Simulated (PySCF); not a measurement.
Which level of theory gave which numbers?

Species: C₅H₆F₂.
Structure used (PBE0-D3(BJ)/def2-SVP), in Å, numbered top down from 1:
```xyz
13
C5H6F2 angstrom
C      1.4922    0.7415    0.1469
C      0.8053   -0.3546    0.4961
C     -0.6498   -0.5043    0.5260
C     -1.2392   -1.6211    0.9772
C     -1.4915    0.6179   -0.0242
F     -2.8085    0.3393    0.0651
F     -1.2718    1.7635    0.6665
H      1.0006    1.6767   -0.1300
H      2.5847    0.7368    0.1502
H      1.3606   -1.2507    0.7946
H     -0.6410   -2.4538    1.3558
H     -2.3251   -1.7254    0.9798
H     -1.2559    0.8172   -1.0858
```

The closed-shell ground state was solved 5 times with PySCF (density fitting, gas phase), always in the pcSseg-1 basis (149 functions), with these functionals: B3LYP, B97-D, BHandHLYP, LC-wPBE and PBE0.

```json
{"row": "P", "total energy (Eh)": "-393.4993", "HOMO (eV)": "-6.13", "LUMO (eV)": "-2.11", "dipole (D)": "1.90"}
{"row": "Q", "total energy (Eh)": "-393.5045", "HOMO (eV)": "-9.81", "LUMO (eV)": "0.93", "dipole (D)": "2.05"}
{"row": "R", "total energy (Eh)": "-393.7563", "HOMO (eV)": "-7.01", "LUMO (eV)": "-1.48", "dipole (D)": "2.01"}
{"row": "S", "total energy (Eh)": "-393.3202", "HOMO (eV)": "-7.23", "LUMO (eV)": "-1.29", "dipole (D)": "2.03"}
{"row": "T", "total energy (Eh)": "-393.5472", "HOMO (eV)": "-8.06", "LUMO (eV)": "-0.19", "dipole (D)": "2.19"}
```

Question: Which functional belongs to which row?

Answer: P = B97-D, Q = LC-wPBE, R = B3LYP, S = PBE0, T = BHandHLYP. By rising HOMO–LUMO gap: B97-D (GGA) 4.02 eV; B3LYP (global hybrid, 20 % exact exchange) 5.53 eV; PBE0 (global hybrid, 25 % exact exchange) 5.94 eV; BHandHLYP (global hybrid, 50 % exact exchange) 7.87 eV; LC-wPBE (range-separated hybrid) 10.74 eV. Total energies of different functionals aren't bounds to one another; each is stationary for its own functional.

One conformer stands for the species.

Note: B97-D ran without an empirical dispersion term, which enters the total energy and its gradient alone.
